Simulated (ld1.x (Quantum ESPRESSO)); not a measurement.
**Configuration tests for ruthenium (Ru) (RRKJ)**

| Quantity | Value |
| --- | --- |
| Element | ruthenium |
| Generator | ld1.x (Quantum ESPRESSO) 7.5 |
| Type | norm-conserving RRKJ (Kleinman–Bylander form) |
| Functional | BP86 |
| Relativity | fully relativistic |
| Frozen core | [Ar] 3d10 |
| Valence charge | 16 |
| Reference configuration | 4s2 4p6 4d7 5s1 5p0 |
| Partial waves | 4s (bound): rc 1.35 bohr; 4d (bound): rc 2.20 bohr; 4p (bound): rc 1.60 bohr |
| Local potential | the p channel |
| Core correction | none |
| rho0 | 0.01 |

Open shells are filled in proportion to 2j + 1 (rel_dist='average').

Occupied shells without a wave of their own: 5s. They enter only through the test configuration that unscreens the potential.

Energies are relative to the spin-unpolarised reference configuration 4s2 4p6 4d7 5s1 5p0; without spin polarisation the order of configurations can differ from experiment. The p channel is local and has no spin–orbit splitting in the pseudo-atom.

```tsv
valence configuration	charge	ΔE all-electron (eV)	error AE − PS (meV)
4s2 4p6 4d7 5s0 5p0	+1	7.469	-171
4s2 4p6 4d6 5s0 5p0	+2	25.770	-258
4s2 4p6 4d5 5s0 5p0	+3	56.479	-318
4s1 4p6 4d7 5s1 5p0	+1	82.841	-139
4s2 4p6 4d7.5 5s0.5 5p0	0	-0.296	-58
4s2 4p6 4d6 5s1 5p1	0	5.640	+95
```

Question: What are ΔE and the potential's error for 4s2 4p6 4d8 5s0 5p0?

Answer: ΔE = -0.297 eV all-electron; the error (AE − PS) is -105 meV.

ld1.x printed “convergence not achieved” for 7 of the counted tests; their residual had stalled under 1e-8, short of the target of 1e-14. The 5s level has no wave, so the channel is fitted at the deeper level alone: the likely source of the large errors.

A Bessel basis up to 400 Ry misses an occupied level by 2.55 Ry, so cutoffs and ghosts were not judged. The potential misses its own reference levels by up to 2.3 eV, so it is not fit for use.
